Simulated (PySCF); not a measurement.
# Electric field gradients and quadrupole coupling constants

Compound: C₇H₁₅PS.
Geometry (GFN2-xTB, Å), atoms numbered from 1 in this order:
```
atom  x, y, z in Å
C1     3.176    0.439   -0.241
C2     2.154    0.175    0.855
P3     0.606   -0.543    0.135
S4     0.853   -2.176   -0.880
C5    -0.545   -0.686    1.569
C6    -1.947   -0.943    1.028
C7    -2.455    0.223    0.182
C8    -1.638    0.413   -1.094
C9    -0.199    0.827   -0.801
H10    3.304   -0.458   -0.846
H11    2.845    1.246   -0.892
H12    4.139    0.711    0.186
H13    1.916    1.085    1.410
H14    2.536   -0.572    1.559
H15   -0.514    0.229    2.165
H16   -0.210   -1.522    2.190
H17   -2.632   -1.118    1.861
H18   -1.925   -1.849    0.415
H19   -2.432    1.142    0.775
H20   -3.495    0.032   -0.091
H21   -1.624   -0.526   -1.655
H22   -2.113    1.171   -1.722
H23   -0.164    1.749   -0.216
H24    0.352    0.972   -1.734
```

Field gradients from the PBE0/pcSseg-1 density (PySCF, non-relativistic), principal values in atomic units, ordered |Vxx| ≤ |Vyy| ≤ |Vzz|:

```csv
atom,Vxx,Vyy,Vzz
S4,-1.0832,-1.1513,2.2345
```

Q: Find the asymmetry η = (Vxx − Vyy)/Vzz and the couplings χ = eQV/h (234.96 MHz × Q in barn × V in au), with Q(33S) = −0.0678 b.

A: 
```csv
atom,environment,nucleus,η,χzz (MHz),χxx (MHz),χyy (MHz)
S4,sulfur bonded to P,33S,0.03,-35.60,17.26,18.34
```

The gradient is axial or nearly so (η below 0.05) at S4. The tensor is traceless: Vxx + Vyy + Vzz = 0.

Q: What is Vzz at S4 in SI units (1 au = 9.71736 × 10²¹ V/m²)?

A: 2.2345 au = 21.713 × 10²¹ V/m².

Q: And the gradient at the other heavy atoms, for which no coupling is worked out here?

A: 
```tsv
atom	environment	Vzz (au)	η
C1	methyl carbon	0.111	0.47
C2	sp3 carbon bound to phosphorus	0.083	0.48
P3	phosphorus bonded to 3 C and S	-0.149	0.06
C5	sp3 carbon bound to phosphorus	0.071	0.63
C6	ring CH2 carbon	0.091	0.84
C7	ring CH2 carbon	-0.045	0.29
C8	ring CH2 carbon	0.094	0.80
C9	sp3 carbon bound to phosphorus	0.072	0.67
```

Were the hydrogens deuterons (Q(2H) = 0.00286 b), χzz would run from 196 kHz (H21 and H18) to 212 kHz (H12).

Geometry: GFN2-xTB, one conformer, isolated molecule. GFN2-xTB bond lengths can be off by several hundredths of an ångström, more for odd bonds, and the gradients follow them. These gradients aren't converged with respect to the basis.

The run behind these numbers computed NMR shieldings as well. The run took about 2.9 min of CPU time (with the writing of density and orbital grids) (one thread, shared machine).
